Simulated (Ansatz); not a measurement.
Energy profile

The step: AlH₃OF₂ ([OH2][AlH]([F])[F]) + HF → AlH₂OF₃ ([OH2][Al]([F])([F])[F]) + H₂; bonds formed: Al1–F8, H2–H7; bonds broken: Al1–H2, H7–F8 (atoms numbered as in the saddle structure below).

Al1  (-0.312, -0.523, 0.212)
H2  (-1.942, -0.235, 0.531)
F3  (-0.384, -1.697, -0.972)
F4  (0.571, -0.887, 1.564)
H5  (1.669, 0.949, -0.412)
O6  (1.058, 0.359, -0.868)
H7  (-1.529, 0.850, 0.687)
F8  (-0.681, 1.475, 0.640)
H9  (1.551, -0.291, -1.382)
(Å)

Electronic energies by CCSD(T) at an estimated basis limit (MP2 extrapolated from triple and quadruple zeta, plus CCSD(T) − MP2 in triple zeta), on PBE0-D4/def2-TZVP structures; AlH4OF3, closed shell; no counterpoise correction. Computed with Ansatz 0.2.0 (basis: def2-TZVPP and def2-QZVPP); correlated methods freeze the cores. Extrapolation: Hartree–Fock as exp(−7.88 √X), correlation as X^−2.97.

Question: Give the profile in eV, counted from the separated reactants. (Judge from chemistry; the value comes from the calculation.)

Answer: The calculation gives:
| point | eV |
| --- | --- |
| separated: AlH3OF2 (linked as [OH2][AlH]([F])[F]; Al1, H2, F3, F4, H5, O6, H9; singlet) + HF (H7, F8; singlet) | 0.000 |
| start structure | -0.450 |
| saddle | 0.092 |
| end structure | -1.862 |
| separated: AlH2OF3 (linked as [OH2][Al]([F])([F])[F]; Al1, F3, F4, H5, O6, F8, H9; singlet) + H2 (H2, H7; singlet) | -1.813 |

No T1 diagnostic of these runs exceeds 0.012.

For scale, one of the runs: CCSD(T)/def2-TZVPP, 222 basis functions, launched by `ansatz run in.yaml --threads 4 --pin off --events-out ev --progress --plain --max-ram 9574MiB`. Hardware: 4 CPU threads of an Arm Neoverse V2, shared host. Wall time 110 s; peak host memory 3.8 GiB.
